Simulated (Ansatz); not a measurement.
`[BH2][SnH2][NH2]` + `O=[C](O)[GeH3]` → `BO[C](=O)[GeH3]` + `[NH2][SnH3]` at 500 K and 1 bar (cleavage of the B–Sn bond).

Isolated molecules relaxed with PBE0-D4/def2-TZVP in Ansatz; ΔE leaves out vibrations. CCSD(T)/CBS adds triple-zeta CCSD(T) − MP2 to the extrapolated MP2 energy (def2 sets, frozen cores). Elements past krypton have def2 core potentials. For Ge, Sn outer-core shells are correlated without core-valence functions, which leaves a few kJ/mol of doubt a bond. Scalar relativity is left out up to krypton. One conformer a species, not always the lowest.

| species | CCSD(T)/CBS energy (Eh) | H − E (kJ/mol) | S (J/(mol·K)) |
| --- | --- | --- | --- |
| `[BH2][SnH2][NH2]` | -297.08243 | 196.2 | 394.4 |
| `O=[C](O)[GeH3]` | -2266.90720 | 161.7 | 382.9 |
| `BO[C](=O)[GeH3]` | -2292.31995 | 200.1 | 422.6 |
| `[NH2][SnH3]` | -271.71442 | 151.0 | 334.3 |

H − E and S are ideal-gas, rigid-rotor, harmonic terms from PBE0-D4/def2-TZVP, for one conformer and one mirror image of each species. 1 Eh = 2625.50 kJ/mol, R = 8.31446 J/(mol·K).

By hand: ΔE, ΔH, ΔS and ΔG.

ΔE = (-2292.31995) + (-271.71442) − (-297.08243) − (-2266.90720) = -0.04474 Eh = -117.5 kJ/mol. Δ(H − E) = 200.1 + 151.0 − 196.2 − 161.7 = -6.8, so ΔH = -124.3 kJ/mol. ΔS = 422.6 + 334.3 − 394.4 − 382.9 = -20.4 J/(mol·K). ΔG = -124.3 − 500 × (-20.4)/1000 = -114.1 kJ/mol.

By hand: the equilibrium constant, and the temperature at which ΔG would vanish if ΔH and ΔS stayed fixed.

log₁₀ K = −ΔG/(RT ln 10) = 11.9. ΔG = 0 at ΔH/ΔS = 6093 K, far beyond where these terms or the molecules hold.

ΔH outweighs TΔS. A doubt of 5 kJ/mol in ΔE shifts log₁₀ K by 0.5 here. Other conformers and mirror images would add mixing entropy, several J/(mol·K) or more a flexible species. Modes under 60 cm⁻¹, often nearly free rotors, make the harmonic entropy too high. These are equilibria of isolated gas molecules and say nothing of rates. Largest T1 diagnostic: 0.015 (customary marks: 0.02 for closed shells, 0.045 for open ones).
